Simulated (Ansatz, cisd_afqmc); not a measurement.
Species: Sn, charge -1, quartet.

Total energies in def2-TZVPPD, 5 correlated electrons, 9 frozen orbitals. UHF or UKS for unpaired electrons; spin-orbit terms are left out. Cores are frozen in correlated methods (noble-gas shells, and filled d and f shells in the p block). Past Kr the def2 sets carry scalar-relativistic core potentials. The Monte Carlo rows (phaseless AFQMC, CISD trial, step 0.005/hartree) carry one-sigma bars that omit the constraint's bias. Outlying blocks are dropped, and bars are widened where a walk drifts. Over all cases where full CI ran beside it in this data, AFQMC minus full CI had a median of +0.1 mEh and passed +0.4 mEh in a tenth of the cases. Spin-orbit terms, left out, reach several kcal/mol for Br and I, and more for heavier atoms.

```tsv
method	program	energy (Eh)	minus CCSDTQ (mEh)
HF	Ansatz	-213.37318	72.86
MP2	Ansatz	-213.43006	15.98
CCSD	Ansatz	-213.44250	3.54
CCSD(T)	Ansatz	-213.44529	0.74
CCSDT(Q)	Ansatz	-213.44602	0.02
CCSDTQ	Ansatz	-213.44604	0.00
AFQMC/CISD	cisd_afqmc	-213.4458 ± 0.0002	0.2 ± 0.2
```

Ansatz is an electronic-structure program.
